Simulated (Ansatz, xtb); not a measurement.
**Relative energy of two conformers of H6PSbSi2**

Structure I: `[SiH3][Sb]1[SiH2][PH]1`, a singlet. Structure II: `[SiH3][Sb]1[SiH2][PH]1`, a singlet. Both are isolated molecules in the gas phase, relaxed with PBE0-D3(BJ)/def2-SVP.

I (Å):

```xyz
10

P    -2.5026   -1.1972   -1.6209
Sb   -1.4840   -1.5990    0.7704
Si    0.8084   -2.2242   -0.2323
Si   -1.4673    0.5305   -0.6153
H     1.8779   -2.1155    0.8081
H     1.1437   -1.3262   -1.3813
H     0.7671   -3.6355   -0.7246
H    -0.1866    1.0268   -1.1897
H    -2.3767    1.6239   -0.1771
H    -1.3273   -1.5810   -2.3439
```

II (Å):

```xyz
10

P     1.0628    0.0878   -1.2325
Sb   -0.5187   -1.3166    0.3129
Si   -2.3427   -0.9918   -1.4842
Si   -0.1540    1.1949    0.3068
H    -3.6934   -1.0003   -0.8424
H    -2.1431    0.3096   -2.1948
H    -2.2766   -2.1057   -2.4786
H    -1.2192    2.0889   -0.2221
H     0.5804    1.7785    1.4630
H     2.1666   -0.0440   -0.3286
```

**Question.** Estimate E(II) − E(I) at the level CCSD(T)/def2-SVP + ΔMP2/def2-TZVPP.

**Answer.** Calculated at CCSD(T)/def2-SVP + ΔMP2/def2-TZVPP: E(II) − E(I) = −5.42 kJ/mol, so structure II lies lower.

Level by level:

```
                             level              geometry  E(II) − E(I) (kJ/mol)  departure from the last row (kJ/mol)  job, with rough time for the two
              PBE0-D3(BJ)/def2-SVP  PBE0-D3(BJ)/def2-SVP                   −5.18                                 +0.23                optimisation, 98 s
                       HF/def2-SVP  PBE0-D3(BJ)/def2-SVP                   −6.25                                 −0.84           part of the CCSD(T) run
                      MP2/def2-SVP  PBE0-D3(BJ)/def2-SVP                   −6.09                                 −0.67           part of the CCSD(T) run
                  CCSD(T)/def2-SVP  PBE0-D3(BJ)/def2-SVP                   −5.45                                 −0.03                      single point
CCSD(T)/def2-SVP + ΔMP2/def2-TZVPP  PBE0-D3(BJ)/def2-SVP                   −5.42                                                      single point, 26 s
```

The levels shown agree on the order. The largest departure from CCSD(T)/def2-SVP + ΔMP2/def2-TZVPP is that of HF/def2-SVP, 0.84 kJ/mol. Levels run at GFN2-xTB geometries aren't shown. The last row adds to CCSD(T) the change of the MP2 difference between the two basis sets, here +0.03 kJ/mol.

With harmonic frequencies from PBE0-D3(BJ)/def2-SVP (ideal gas, rigid rotor, one conformer each, 298.15 K, 1 atm): on the last row, ΔE + ΔZPE = −5.39, ΔH = −5.32, ΔG = −5.62 kJ/mol.

The correlated steps freeze 19 core orbitals; the filled d shell of Sb is correlated, in a basis made for valence electrons. Atoms past krypton carry core potentials in the def2 sets and no spin–orbit term is included. Codes used: Ansatz 0.2.0; the last row on 2 threads of Intel(R) Xeon(R) 6975P-C (Granite Rapids) on a shared host.
